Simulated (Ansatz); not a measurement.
Reaction (formal exchange of groups at a B–Br bond): `CNBBr` + `[GeH3]/[CH]=C\Br` → `CN[BH][GeH3]` + `Br/C=C\Br`

Isolated molecules relaxed with PBE0-D4/def2-TZVP in Ansatz; ΔE leaves out vibrations. CCSD(T)/CBS is the MP2 limit (def2-TZVPP, def2-QZVPP) plus CCSD(T) − MP2 in def2-TZVPP, frozen cores. Double bonds are as drawn, so ΔE can hold a change between cis and trans. DFT in def2-TZVPP. B3LYP here is the variant with VWN-RPA as its local correlation; programs differ in this. For Br, Ge outer-core shells are correlated without core-valence functions, which leaves a few kJ/mol of doubt a bond. Scalar relativity is left out up to krypton. Each species was taken in one conformer, which may not be the lowest.

| level | ΔE (kJ/mol) | difference from CCSD(T)/CBS |
| --- | --- | --- |
| PBE-D4 | 120.2 | -16.6 |
| r2SCAN-D4 | 133.2 | -3.6 |
| PBE0-D4 | 128.9 | -7.9 |
| ωB97X-V | 134.4 | -2.4 |
| B2PLYP | 135.9 | -0.9 |
| r2SCAN | 133.4 | -3.4 |
| PBE0 | 129.6 | -7.2 |
| B3LYP | 131.1 | -5.7 |
| HF/def2-TZVPP | 156.1 | 19.3 |
| CCSD/def2-TZVPP | 139.0 | 2.2 |
| CCSD(T)/def2-TZVPP | 136.6 | -0.2 |
| HF/def2-QZVPP | 155.6 | 18.8 |
| MP2/def2-QZVPP | 141.7 | 4.9 |
| HF/CBS(def2) | 155.5 | 18.7 |
| MP2/CBS(def2) | 142.0 | 5.2 |
| CCSD/CBS(def2) | 139.2 | 2.4 |
| CCSD(T)/CBS | 136.8 | 0 |

Largest T1 diagnostic among the species: 0.013.

From PBE to PBE0 (25 % exact exchange), in def2-TZVPP and without D4, ΔE moves by +8.6 kJ/mol. In def2-TZVPP, CCSD(T) changes the Hartree–Fock value by −19.5 kJ/mol (the triples alone add −2.3 kJ/mol) and MP2 by −14.3 kJ/mol.
